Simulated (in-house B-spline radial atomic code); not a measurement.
# V⁵⁺: [Ne] 3s2 3p6

Method: non-relativistic revTPSS, spin-polarised, spherical fractional occupations, point nucleus. Calculated with a B-spline radial code for spherical atoms.

Effective charges: Z_r = [3n² - l(l+1)]/(2<r>) from the radius, Z_e = n√(-2ε) from the energy, and Slater's rules. Values are occupation-weighted means over spin.

```csv
shell,electrons,ε (eV),<r> (bohr),Z_r,Z_e,Slater
1s,2,-5419.3,0.06699,22.39,19.96,22.70
2s,2,-680.48,0.3102,19.34,14.14,18.85
2p,6,-584.78,0.2751,18.17,13.11,18.85
3s,2,-144.55,0.9115,14.81,9.78,11.75
3p,6,-117.53,0.9452,13.22,8.82,11.75
```

The least bound orbital is 3p at -117.5 eV, and it is also the most diffuse (<r> = 0.9452 bohr).

The density falls to 0.001 bohr⁻³ at 2.345 bohr; Σ<r²> = 8.9167 bohr² gives, by the non-relativistic formula and without the paramagnetism of open shells, a Langevin diamagnetic susceptibility of -7.062×10⁻⁶ cm³/mol.
